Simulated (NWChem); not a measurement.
System: AuH₂OI; SMILES [OH2]->[Au][I]

```xyz
5

Au    -0.0112    -0.7827     0.0000
I      0.0023     1.7452     0.0000
O     -0.0140    -2.9924     0.0000
H      0.4358    -3.3611     0.7714
H      0.4358    -3.3611    -0.7714
```
Atoms are numbered in this order, from 1.

The geometry was optimised at PBE0/def2-SVP. No frequency run checked for a minimum. def2 effective core potentials on I, Au; no spin-orbit coupling.

Symmetry labels are those of Cs in the frame above (b1 and b2, or b-type labels, depend on it).

Q: List the 4 lowest vertical singlet excitations from PBE0/def2-SVPD with def2 effective core potentials on I, Au, TDA (NWChem).

A: 
| state | energy (eV) | oscillator strength | symmetry | leading excitation (squared amplitude) |
|---|---|---|---|---|
| S1 | 3.52 | 0.006 | a' | HOMO → LUMO (0.97) |
| S2 | 3.56 | 0.007 | a" | HOMO−1 → LUMO (0.97) |
| S3 | 4.71 | 0.092 | a' | HOMO−2 → LUMO (0.90) |
| S4 | 5.12 | 0.000 | a" | HOMO−3 → LUMO (0.96) |
